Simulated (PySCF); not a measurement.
Input for PySCF: R-M06-2X/def2-TZVPP on BH5O2Si (SMILES OB(O)[SiH3]).

```python
from pyscf import gto, dft

mol = gto.M(
    atom='''
    O    -1.25292730   -1.10776716   -0.40331902
    B    -0.57839982    0.02239067   -0.03441177
    O    -1.18678380    1.19529883    0.31627435
    Si    1.45182854   -0.04958868    0.03058180
    H    -2.21681680   -1.05179737   -0.40209231
    H    -2.15211989    1.19998635    0.30201589
    H     2.04896829    1.25284891   -0.35478249
    H     1.98808909   -1.10082564   -0.86799059
    H     1.89816170   -0.36054592    1.41372412
    ''',
    basis='def2-tzvpp',
    charge=0, spin=0, verbose=4, max_memory=1800)
mf = dft.RKS(mol, xc='m062x').density_fit(auxbasis='def2-universal-jkfit')
mf.grids.level = 4
mf.conv_tol = 1e-9
mf.max_cycle = 150
mf.kernel()
mf.dip_moment()
```

Task: What total energy does the run end on?

Result: -467.8821 hartree.
